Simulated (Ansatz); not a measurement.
```yaml
crystal:
  periodic: [false, false, false]
  atoms:
    - {symbol: O, position_ang: [1.541465, -1.146690, 0.548874]}
    - {symbol: C, position_ang: [0.622952, -0.142707, 0.348885]}
    - {symbol: Si, position_ang: [0.531001, 1.187485, -0.998464]}
    - {symbol: Ga, position_ang: [-1.249265, -1.160772, 1.022693]}
    - {symbol: H, position_ang: [-0.157449, 1.094106, -2.469702]}
    - {symbol: H, position_ang: [0.115471, 2.307774, 0.192998]}
    - {symbol: H, position_ang: [2.065090, 1.403568, -1.362049]}
    - {symbol: H, position_ang: [-1.825314, -2.891729, 0.391808]}
    - {symbol: H, position_ang: [-1.347289, -1.030799, 2.364324]}
basis:
  gaussian: {orbitals: x2c-TZVPPall, nuclear_model: gaussian}
magnetization: {spin_polarized: true, initial_magnetization: 1}
hamiltonian: {xc: {name: SPW92}}
```

```sh
$ ansatz run in.yaml --threads 4 --pin off --events-out ev --progress --plain --max-ram 10444MiB
```

Q: How does Ansatz answer? (Best estimate.)

A: Computed: The program refused the input.
```
Error: a molecule whose nuclei and cores have a total charge of 64 cannot have a net charge of 0 together with 1 unpaired electrons
```
